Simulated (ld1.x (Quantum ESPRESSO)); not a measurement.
neon: one change to a PAW potential, before and after

```
Element                 : Ne (Z = 10)
Generator               : ld1.x (Quantum ESPRESSO) 7.5
Type                    : PAW
Functional              : PBE
Relativity              : non-relativistic
Frozen core             : [He]
Valence charge          : 8
Reference configuration : 2s2 2p5.75 (charge +0.25)
Partial waves           : 2s (bound): rcut 0.65, rcutus 0.75 bohr; 2s channel at -0.25 Ry: rcut 0.65, rcutus 0.75 bohr; 2p (bound): rcut 1.40, rcutus 1.80 bohr; 2p channel at -0.85 Ry: rcut 1.40, rcutus 1.80 bohr; 3d channel at 0.05 Ry: rcut 1.60, rcutus 1.80 bohr; 3d channel at 1.6 Ry: rcut 1.60, rcutus 1.80 bohr
Local potential         : all-electron potential smoothed inside 0.70 bohr (lloc = -1)
Core correction         : Bessel-smoothed model core inside 0.65 bohr
Augmentation charge     : PSQ, inside the norm-conserving radii
```

Change: all radii but the core radius scaled by about 0.91 (s 0.68, p 1.64, d 1.64 bohr, rcut 0.60/1.28/1.46); local potential all-electron potential smoothed inside 0.64 bohr (lloc = -1).

Cutoffs: the cutoffs (Ry, on a coarse ladder) from which the occupation-weighted sum of valence levels, in a spherical-Bessel basis at the reference potential, stays within 10 and 1 mRy of its value at 400 Ry; they do not see the model core or the augmentation charge, which bear on the density cutoff. Errors are all-electron minus pseudo energies relative to the spin-unpolarised reference configuration.

**Question.** What does the change do?

**Answer.** The potential gets harder (35 Ry and 80 Ry → 45 Ry and 90 Ry); of the 7 tests that both files solve, the error grows in 0 and shrinks in 7 by more than 15 % and 0.3 meV (median size 29.7 → 9.6 meV); neither file shows a bound ghost. A smaller radius makes the pseudo-wave follow the all-electron one further in, where it bends more sharply, so more plane waves are needed. Less of the atom is replaced, so other configurations are described better.

```tsv
quantity	base	changed
cutoff, loose	35 Ry	45 Ry
cutoff, tight	80 Ry	90 Ry
loose cutoff by channel (10 mRy a level)	s 30 Ry, p 18 Ry	s 25 Ry, p 25 Ry
bound ghosts	none	none
error for 2s2 2p6, meV [ΔE -3.88 eV]	-1.7	-0.5
error for 2s2 2p5, meV [ΔE 18.61 eV]	-30	-9.6
error for 2s2 2p4, meV [ΔE 61.90 eV]	-236	-83
error for 2s1 2p6, meV [ΔE 41.87 eV]	-19	-5.2
error for 2s2 2p2, meV [ΔE 223.96 eV]	-1237	-522
error for 2s2 2p5.5, meV [ΔE 5.00 eV]	-2.5	-0.8
error for 2s2 2p3, meV [ΔE 129.33 eV]	-692	-268
lowest overlap eigenvalue by channel	s 0.54, p 0.98, d 0.82	s 0.53, p 1.00, d 0.68
```
